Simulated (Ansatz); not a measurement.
The cluster Pb3SeBr4 (the lowest singlet isomer of a short search) was relaxed with PBE-D4 (def2-SVP) in Ansatz in these states: charge +1 doublet, neutral singlet. The geometries follow in no particular order.

In the def2 sets Pb takes a core potential; there is no spin–orbit coupling.

A:

```xyz
8

Pb    0.093    1.024    2.528
Pb    1.830   -0.345   -1.048
Pb   -1.768    0.277   -1.168
Se    0.333    1.900   -0.132
Br    0.170    0.319   -3.435
Br   -2.414   -0.102    1.871
Br   -0.357   -2.188   -0.639
Br    2.114   -0.885    2.023
```

B:

Cartesian coordinates in Å:
```
Pb 1.004 0.127 2.445
Pb 0.956 -1.432 -1.363
Pb -1.360 1.627 -0.571
Se 1.495 1.190 -0.227
Br 0.556 1.197 -2.998
Br -1.673 0.912 2.308
Br -1.867 -1.147 -1.026
Br 0.890 -2.474 1.431
```

Judge from the bond lengths which geometry belongs to which state (an estimate).

A is the neutral singlet (Pb3–Br6 3.131 Å, Pb2–Br8 3.131 Å, Pb3–Br5 2.982 Å); B is the charge +1 doublet (Pb3–Br6 2.983 Å, Pb2–Br8 2.983 Å, Pb3–Br5 3.122 Å).
